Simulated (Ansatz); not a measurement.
Consider the formal exchange of groups at a Te–Si bond: `O[Si](O)(O)[TeH]` + `OBO` → `OB(O)[TeH]` + `O[SiH](O)O`.

Isolated molecules relaxed with PBE0-D4/def2-TZVP in Ansatz; ΔE leaves out vibrations. CCSD(T)/CBS is the MP2 limit (def2-TZVPP, def2-QZVPP) plus CCSD(T) − MP2 in def2-TZVPP, frozen cores. This one scheme is used for every species. def2 core potentials past Kr. For Te outer-core shells are correlated without core-valence functions, which leaves a few kJ/mol of doubt a bond. One conformer a species, not always the lowest.

```json
{"species": "`O[Si](O)(O)[TeH]`", "SCS-MP2/def2-QZVPP energy (Eh)": "-784.63241"}
{"species": "`OBO`", "SCS-MP2/def2-QZVPP energy (Eh)": "-176.97890"}
{"species": "`OB(O)[TeH]`", "SCS-MP2/def2-QZVPP energy (Eh)": "-444.53845"}
{"species": "`O[SiH](O)O`", "SCS-MP2/def2-QZVPP energy (Eh)": "-517.06367"}
```

Q: Work out ΔE.

A: ΔE = (-444.53845) + (-517.06367) − (-784.63241) − (-176.97890) = 0.00919 Eh = +0.25 eV. CCSD(T)/CBS gives +0.27 eV.

Largest T1 diagnostic among the species: 0.013.

The D4 term adds +0.05 eV with B3LYP and +0.03 eV with PBE0; it sums over pairs of atoms, weighted by their polarisabilities, and B3LYP, whose exchange is more repulsive, gets the larger term.

B3LYP here is the variant with VWN-RPA as its local correlation; programs differ in this.
